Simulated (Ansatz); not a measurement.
The pair A = N2 (SMILES N#N) (first 2 atoms), B = GeH4 (SMILES [GeH4]); geometry from B3LYP-D3(BJ)/def2-TZVP.
(charge 0, multiplicity 1):
```xyz
7

N     -0.21362    -0.07657    -1.11253
N     -0.50002     0.37811    -0.16329
Ge     0.14165    -0.05905     3.35463
H      0.51980    -0.38048     4.80891
H     -0.53916    -1.28224     2.72325
H      1.41160     0.28368     2.56210
H     -0.82041     1.13658     3.32684
```

Frozen-core correlation. Filled d and f shells under p-block atoms count as core. MP2 and its Hartree–Fock in aug-cc-pVQZ are density fitted.

Programs: Ansatz (a quantum-chemistry and plane-wave program). Each number belongs to the level named beside it.

The counterpoise-corrected interaction energy is E(AB) − E(A in the pair's basis) − E(B in the pair's basis). Total energies (hartree):

```tsv
level	AB	A in the pair's basis	B in the pair's basis
HF/aug-cc-pVTZ	-2186.7034499	-108.9859799	-2077.7181778
MP2/aug-cc-pVTZ	-2187.2241395	-109.3637515	-2077.8594058
HF/aug-cc-pVQZ	-2186.7142341	-108.9927568	-2077.7221846
MP2/aug-cc-pVQZ	-2187.2646527	-109.3926943	-2077.8709247
CCSD(T)/aug-cc-pVTZ	-2187.2729422	-109.3806364	-2077.8914645
```

Question: Work out the counterpoise-corrected interaction energy at the basis-set limit: extrapolate the MP2 correlation part as X⁻³, take Hartree–Fock from the larger set, and add the CCSD(T) − MP2 difference of aug-cc-pVTZ.

Answer: 
1. Differences (1 hartree = 627.509 kcal/mol): HF/aug-cc-pVTZ 0.444; MP2/aug-cc-pVTZ -0.616; HF/aug-cc-pVQZ 0.444; MP2/aug-cc-pVQZ -0.649; CCSD(T)/aug-cc-pVTZ -0.528.
2. Correlation parts, MP2 less HF: -1.060 in aug-cc-pVTZ (X = 3), -1.093 in aug-cc-pVQZ (X = 4).
3. Limit (4³·(-1.093) − 3³·(-1.060))/(4³ − 3³) = -1.116; with HF/aug-cc-pVQZ it gives -0.672.
4. CCSD(T) less MP2 in aug-cc-pVTZ: 0.088.
Result: -0.58 kcal/mol, against -0.62 at MP2/aug-cc-pVTZ. It is an estimate of this method's limit, not of the exact value.
